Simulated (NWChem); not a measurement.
System: Si$_{2}$H$_{5}$OF; SMILES [SiH2](F)O[SiH3]

```xyz
9

Si    -0.2387     1.8833     0.0084
O      0.2673     0.3485     0.4013
Si     0.5000    -1.2163    -0.0230
F     -0.9295    -1.8960    -0.3673
H     -1.7156     1.9901     0.1814
H      0.1188     2.1924    -1.4088
H      0.4460     2.8442     0.9170
H      1.0842    -1.9397     1.1310
H      1.3323    -1.3046    -1.2511
```
Atoms are numbered in this order, from 1.

Results from NWChem. The geometry was optimised at PBE0/def2-SVP. Level: M05-2X/def2-SVP with SMD (1 M gas to 1 M solution), gas-phase geometry. Reactions with the solvent are ignored.

```tsv
solvent	dielectric constant	solvation free energy (kcal/mol)	cavity-dispersion-structure term (kcal/mol)	dipole in solution (D)
water	78.4	1.6	3.5	1.58
methanol	32.6	-1.7	0.2	1.58
N,N-dimethylformamide	37.2	-1.2	0.6	1.58
chloroform	4.71	-1.8	-0.3	1.52
```
